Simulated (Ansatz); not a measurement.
Consider the cleavage of the Si–Ge bond: `[SiH3][SiH2][GeH3]` + `OBF` → `FBO[SiH2][SiH3]` + GeH₄.

Program: Ansatz. Geometries: PBE0-D4/def2-TZVP. ΔE: electronic, gas phase. CBS: MP2 limit from def2 TZ/QZ plus the TZ coupled-cluster correction, frozen cores. This one scheme is used for every species. Functionals use def2-TZVPP. B3LYP here is the variant with VWN-RPA as its local correlation; programs differ in this. For Ge outer-core shells are correlated without core-valence functions, which leaves a few kJ/mol of doubt a bond. Scalar relativity is left out up to krypton. One conformer a species, not always the lowest.

```tsv
level	ΔE (kJ/mol)	difference from CCSD(T)/CBS
PBE-D4	-36.7	18.1
r2SCAN-D4	-52.5	2.3
B3LYP-D4	-58.5	-3.7
ωB97X-V	-58.4	-3.6
ωB97M-V	-58.6	-3.8
PBE	-36.4	18.4
r2SCAN	-52.4	2.4
PBE0	-41.5	13.3
B3LYP	-58.0	-3.2
SCS-MP2/def2-TZVPP	-63.4	-8.6
CCSD(T)/def2-TZVPP	-55.0	-0.2
HF/def2-QZVPP	-82.5	-27.7
MP2/def2-QZVPP	-57.7	-2.9
SCS-MP2/def2-QZVPP	-64.3	-9.5
HF/CBS(def2)	-82.9	-28.1
CCSD/CBS(def2)	-57.7	-2.9
CCSD(T)/CBS	-54.8	0
```

Largest T1 diagnostic among the species: 0.013.

From PBE to PBE0 (25 % exact exchange), in def2-TZVPP and without D4, ΔE moves by −5.1 kJ/mol. In def2-TZVPP, CCSD(T) changes the Hartree–Fock value by +24.7 kJ/mol (the triples alone add +2.9 kJ/mol) and MP2 by +22.8 kJ/mol.
